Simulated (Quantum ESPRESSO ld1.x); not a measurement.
Problem. All-electron atom: Rb II in [Ar] 3d10 4s1.75 4p6 4d0.25 (fractional occupations, a model configuration). Calculated with ld1.x of Quantum ESPRESSO 7.5: Dirac Kohn-Sham, exchange-only LDA, spin-unpolarised, spherical densities, point nucleus; open shells fill j = l - 1/2 first. Some entries of the table are withheld. Estimate them.

orbital  occ.  eigenvalue (hartree)  <1/r> (bohr^-1)
1s1/2       2              -551.582            37.83
2s1/2       2              -73.8637            8.490
2p1/2       2              -67.0684              (1)
2p3/2       4              -64.8392              (2)
3s1/2       2              -11.1214            2.819
3p1/2       2              -8.68700            2.710
3p3/2       4              -8.35141            2.634
3d3/2       4              -4.07445            2.401
3d5/2       6              -4.01746            2.382
4s1/2    1.75                   (3)           0.9308
4p1/2       2                   (4)           0.7933
4p3/2       4                   (5)           0.7733
5s1/2       0              -0.21948           0.2900
5p1/2       0              -0.13767           0.2188
5p3/2       0              -0.13512           0.2148
4d3/2    0.25              -0.13355              (6)
4d5/2       0              -0.13249              (7)
5d3/2       0              -0.05405           0.1249
5d5/2       0              -0.05383           0.1245
4f5/2       0              -0.03602          0.07890
4f7/2       0              -0.03602          0.07890

Solution. 
(1) 2p1/2 <1/r> (bohr^-1): 8.468
(2) 2p3/2 <1/r> (bohr^-1): 8.156
(3) 4s1/2 eigenvalue (hartree): -1.38201
(4) 4p1/2 eigenvalue (hartree): -0.81429
(5) 4p3/2 eigenvalue (hartree): -0.78049
(6) 4d3/2 <1/r> (bohr^-1): 0.3507
(7) 4d5/2 <1/r> (bohr^-1): 0.3472
